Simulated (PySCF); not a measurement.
PySCF input file for AlHF₂, SMILES [F][AlH][F], B3LYP-D3(BJ)/def2-TZVP. Geometry optimised at B3LYP-D3(BJ)/def2-TZVP.

```python
import numpy as np
from pyscf import gto, scf, dft, df
from pyscf.hessian import thermo

mol = gto.M(
    atom='''
    Al    0.00000000   -0.00000000    0.42832624
    H    -0.00000001   -0.00000000    1.98173415
    F    -0.00000000   -1.40881429   -0.41944307
    F    -0.00000000    1.40881429   -0.41944307
    ''',
    basis='def2-TZVP',
    charge=0,
    spin=0,
    max_memory=1600,
    verbose=3,
)
mf = dft.RKS(mol, xc='b3lyp').density_fit(auxbasis='def2-universal-jkfit')
mf.disp = 'd3bj'
mf.grids.level = 3
mf.conv_tol = 1e-11
mf.max_cycle = 100
mf.kernel()

# [left out here: the lines that compute and print the analytic Hessian (its translational invariance restored by hand, since the grid's response is missing), thermochemistry and intensities]
```

Log of the run:

```
converged SCF energy = -442.991798168503

WARN: DFTD3 does not support analytical Hessian, using finite difference


WARN: Mole.unit (angstrom) is changed to Bohr

Mode                                 0                   1                   2
Irrep
Freq [cm^-1]                      261.0979            492.5957            658.1873
Reduced mass [au]                  17.2796              1.3779              1.0811
Force const [Dyne/A]                0.6940              0.1970              0.2759
Char temp [K]                     375.6617            708.7355            946.9850
Normal mode                   x     y     z       x     y     z       x     y     z
       0  Al                -0.00  0.00  0.10    0.09 -0.00  0.00    0.00  0.01  0.00
       1   H                 0.00  0.00  0.10   -0.85  0.00 -0.00   -0.00 -0.96  0.00
       2   F                 0.00  0.11 -0.08   -0.04  0.00 -0.00   -0.00  0.02  0.04
       3   F                 0.00 -0.11 -0.08   -0.04 -0.00 -0.00    0.00  0.02 -0.04
Mode                                 3                   4                   5
Irrep
Freq [cm^-1]                      773.9910            921.6743           2042.8145
Reduced mass [au]                  16.9058             18.2596              1.0452
Force const [Dyne/A]                5.9670              9.1389              2.5698
Char temp [K]                    1113.6007           1326.0842           2939.1553
Normal mode                   x     y     z       x     y     z       x     y     z
       0  Al                -0.00  0.00 -0.10   -0.00 -0.14 -0.00   -0.00  0.00  0.04
       1   H                 0.00 -0.00 -0.11    0.00  0.10 -0.00    0.00 -0.00 -0.98
       2   F                -0.00  0.12  0.07    0.00  0.10  0.05   -0.00 -0.00 -0.00
       3   F                -0.00 -0.12  0.07   -0.00  0.10 -0.05   -0.00  0.00 -0.00
temperature 298.1500 [K]
pressure 101325.00 [Pa]
Rotational constants [GHz] 32.58906 6.70135 5.55837
Symmetry number 2
Zero-point energy (ZPE) 0.01173 [Eh]   30805.998 [J/mol]
                           tot       elec      trans        rot        vib
Entropy [J/mol/K]       264.632      0.000    160.995     90.876     12.760
Cv [J/mol/K]             46.271      0.000     12.472     12.472     21.328
Cp [J/mol/K]             54.586      0.000     20.786     12.472     21.328
Internal energy [J/mol]                      3718.434   3718.434  33347.053
Internal energy [Eh]   -442.97626  -442.99180
Enthalpy [J/mol]                             6197.391   3718.434  33347.053
Enthalpy [Eh]          -442.97532
Gibbs free energy [J/mol]                  -41803.363 -23376.270  29542.615
Gibbs free energy [Eh] -443.00537
static polarisability / bohr^3: [[20.1    0.    -0.   ]
 [ 0.    22.584 -0.   ]
 [-0.    -0.    23.821]]
largest difference of analytic and finite-field dipole derivatives / e: 0.0005300669099344013
mode   freq/cm-1   IR/(km/mol)   Raman/(A^4/amu)   depolarisation
   1      261.10        42.105             0.385            0.646
   2      492.60       198.950             2.885            0.750
   3      658.19        83.481             6.935            0.750
   4      773.99        73.345             4.597            0.067
   5      921.67       200.288             0.531            0.750
   6     2042.81        78.875           126.218            0.087
max |gradient| / (hartree/bohr): 0.000212403253030785
APT charges: [ 1.5858 -0.3003 -0.6427 -0.6427]
```

The calculation finished and met its thresholds.
